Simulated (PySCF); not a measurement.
Here is a job for PySCF.
```python
from pyscf import gto, scf, mp

mol = gto.M(
    atom='''
C    -0.26820563    1.49953946    0.44604788
B    -0.01277499    0.07989247    0.02288580
C     1.46242388   -0.51063002    0.01113336
C    -1.21635142   -0.85944276   -0.41893968
H    -1.12464021    2.07346567    0.12608431
H     0.38611763    2.05334733    1.10212660
H     1.48209708   -1.54982332    0.33326840
H     2.15045462    0.05551019    0.63420997
H     1.86850661   -0.49764805   -0.99999541
H    -2.05209720   -0.29724337   -0.82914460
H    -0.91067401   -1.60495894   -1.14954611
H    -1.60309058   -1.40891194    0.43911857
''',
    basis='sto-3g',
    spin=1,
    verbose=4,
)

mf = scf.UHF(mol)
mf.kernel()

pt = mp.MP2(mf, frozen=4)
pt.kernel()
print('E(MP2) = %.10f' % pt.e_tot)
```

Problem. What does this run give for the SCF-reference Mulliken (on the basis functions themselves) charges in atom order, total energy, number of basis functions, MP2 correlation energy?

Solution. 
| Property | Result |
|---|---|
| SCF-reference Mulliken (on the basis functions themselves) charges in atom order | C1 -0.20, B2 0.38, C3 -0.30, C4 -0.30, H5 0.05, H6 0.05, H7 0.05, H8 0.05, H9 0.06, H10 0.05, H11 0.05, H12 0.06 |
| total energy | -141.3944 Eh |
| number of basis functions | 28 |
| MP2 correlation energy | -0.1705 Eh |

These values belong to the state on which the SCF converged, which isn't shown to be the lowest.
